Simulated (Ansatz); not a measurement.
Coupled-cluster diagnostics for Rb5H4, Ansatz.

Geometry of the doublet (B3LYP-D4/def2-SVP):

Cartesian coordinates in Å:
```
Rb -2.497 -1.661 -1.655
Rb -2.053 -0.062 2.754
Rb 0.955 1.217 -3.069
Rb 1.378 2.837 1.336
Rb 1.130 -1.188 0.323
H 0.516 0.610 2.523
H 2.182 1.321 -0.704
H -1.640 -1.891 0.859
H 0.028 -1.182 -2.367
```

In the def2 sets Rb takes a core potential; there is no spin–orbit coupling. Correlated methods freeze no core orbitals; core or outer-core shells of Rb are correlated, in sets that lack core-valence functions. Another isomer (doublet) lies 0.25 eV lower at PBE0-D4/def2-TZVP; other spin states weren't run for this one.

Task: Estimate the CCSD(T) correlation energy, the shares of MP2 and (T), T1 and the reference's ⟨S²⟩ for: charge 0, doublet, own geometry in def2-SVP; and the rough time on 4 threads of Arm Neoverse V1 on a shared host.

Result: 
| state | basis | correlation (eV) | MP2 share (%) | (T) share (%) | T1 | ⟨S²⟩ (pure) | wall time |
| --- | --- | --- | --- | --- | --- | --- | --- |
| charge 0, doublet, own geometry | def2-SVP | -10.895 | 84.8 | 1.9 | 0.015 | 0.75 (0.75) | 4 min |
Customary marks for T1 are 0.02 (closed shells), 0.045 (open shells) and about 0.05 (3d metals). T1 stays under 0.02 throughout.
